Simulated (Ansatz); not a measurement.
The same path of BClFH2N + H2 (8 atoms, charge 0, multiplicity 1) was run twice with different band settings. Lost on the way: H7–H8. Made: B1–H7, N2–H8.

Level of theory: RHF/def2-SVP (Ansatz).

Relaxed end points:

```xyz
8
Properties=species:S:1:pos:R:3
B 0.016 -0.553 0.294
N 0.030 -0.602 1.679
H -0.770 -0.846 2.224
H 0.855 -0.396 2.203
F 1.102 -0.230 -0.378
Cl -1.455 -0.928 -0.632
H -0.533 3.145 0.461
H -0.503 2.863 1.152
```

```xyz
8
Properties=species:S:1:pos:R:3
B -0.115 0.434 0.054
N -0.120 0.318 1.725
H -0.842 -0.313 2.037
H 0.774 -0.046 2.020
F 1.128 -0.011 -0.290
Cl -1.473 -0.725 -0.493
H -0.348 1.584 -0.216
H -0.262 1.213 2.165
```

Common settings: movable images 5; climbing image yes; optimiser quadratic models (default); start path through a guess of the saddle point; force threshold 0.05 eV/Å; iteration limit 60; end points relaxed.

| run | spring |
| --- | --- |
| 1 | 5.0 eV/Å² |
| 2 | 2.0 to 10.0 eV/Å², energy-weighted |

Question: What does each run give, and how far can it be trusted?

Answer: Run 1: converged after 16 iterations, highest image 2.478 eV above the first end. Neighbouring images differ by up to 1.8 eV, so the band resolves the path poorly. A vibrational analysis at the climbing image gives one clearly imaginary mode, 1882i cm⁻¹: a first-order saddle point.
Run 2: converged after 11 iterations, highest image 2.478 eV above the first end. Another band between the same ends (5 images) ends at a top of the same energy, where a vibrational analysis finds 1 clearly imaginary mode.
The orbitals stay closed-shell, which can raise the energy where a bond breaks towards radicals; this wasn't checked here.
